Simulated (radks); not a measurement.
Ionisation of the dysprosium ion Dy+, [Xe] 4f10 6s1, to [Xe] 4f10 as the strength of local exchange is varied. Method: Dirac Kohn-Sham, Slater X-alpha exchange (alpha = 2/3 is LDA exchange), no correlation, spin-unpolarised, spherical densities, point nucleus; open shells fill j = l - 1/2 first; computed with a radial shooting solver on a logarithmic mesh with Libxc functionals.

| alpha | E(Dy+) (hartree) | exchange (hartree) | IE (eV) | -e of the level emptied (eV) | <r> of it (bohr) |
|---|---|---|---|---|---|
| 0.667 | -12153.6620 | -249.7681 | 10.993 | 8.218 (6s1/2) | 3.751 |
| 0.712 | -12170.5257 | -267.0217 | 11.214 | 8.443 (6s1/2) | 3.715 |
| 0.773 | -12193.4258 | -290.4891 | 11.519 | 8.757 (6s1/2) | 3.666 |
| 0.847 | -12221.2688 | -319.0797 | 11.899 | 9.149 (6s1/2) | 3.608 |
| 0.863 | -12227.2979 | -325.2790 | 11.983 | 9.235 (6s1/2) | 3.596 |
| 0.928 | -12251.8237 | -350.5276 | 12.326 | 9.590 (6s1/2) | 3.547 |

NIST Atomic Spectra Database: 11.65 eV (semi-empirical). The Delta-SCF value meets it near alpha = 0.80. Spin polarisation and multiplet splitting are left out, so open shells lie too high by an amount that depends on their filling.

Beside tabulated values, note that spin-unpolarised runs miss the spin-polarisation part of the exchange energy of open shells.
